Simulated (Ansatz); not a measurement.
Geometry optimisation, RKS B3LYP-D4/def2-SVP (Ansatz).

Input:

```yaml
crystal:
  periodic: [false, false, false]
  atoms:
    - { symbol: Cl, position_ang: [-1.05999, -0.98503, -1.91571] }
    - { symbol: Si, position_ang: [-0.0246, 0.50855, -0.63918] }
    - { symbol: C, position_ang: [-0.7242, 0.94545, 1.07292] }
    - { symbol: C, position_ang: [0.08888, -0.12649, 1.09393] }
    - { symbol: H, position_ang: [1.22852, 0.51511, -1.39271] }
    - { symbol: H, position_ang: [0.4914, -0.85759, 1.78074] }
total_charge: -1
basis:
  gaussian: { orbitals: def2-SVP }
hamiltonian:
  xc: b3lyp
  dispersion: d4
relax:
  f_tol: 0.02
  max_steps: 50
```

Launched with:

```bash
$ ansatz run input.yaml --threads 1 --pin off --max-ram 2048MiB --backend cpu --events-out ev --progress --plain --runs-dir out
```

**Question.** Where does it end, and by what steps?

**Answer.** The forces met the threshold. Limits of this set-up: an anion without diffuse functions, the dipole of an ion depends on the origin. After 11 steps the energy has fallen by 0.188 eV; Si2 moved furthest, 0.24 Å.

| step | energy less start (eV) | largest force component (eV/Å) | accepted |
| --- | --- | --- | --- |
| 0 | 0.0000 | 1.565 | yes |
| 1 | -0.1056 | 1.108 | yes |
| 2 | -0.1477 | 0.392 | yes |
| 3 | -0.1589 | 0.199 | yes |
| 4 | -0.1649 | 0.185 | yes |
| 5 | -0.1744 | 0.265 | yes |
| 6 | -0.1811 | 0.205 | yes |
| 7 | -0.1844 | 0.157 | yes |
| 8 | -0.1870 | 0.056 | yes |
| 9 | -0.1838 | 0.405 | no |
| 10 | -0.1875 | 0.021 | yes |
| 11 | -0.1875 | 0.011 | yes |

```xyz
6
Properties=species:S:1:pos:R:3
Cl -1.120 -0.935 -2.012
Si 0.025 0.274 -0.614
C -0.658 0.958 1.036
C 0.120 -0.169 1.096
H 1.198 0.675 -1.450
H 0.434 -0.803 1.944
```

The run took 20 s on 1 thread of Intel(R) Xeon(R) 6975P-C (Granite Rapids), with other jobs on the host, peak memory 0.16 GiB.
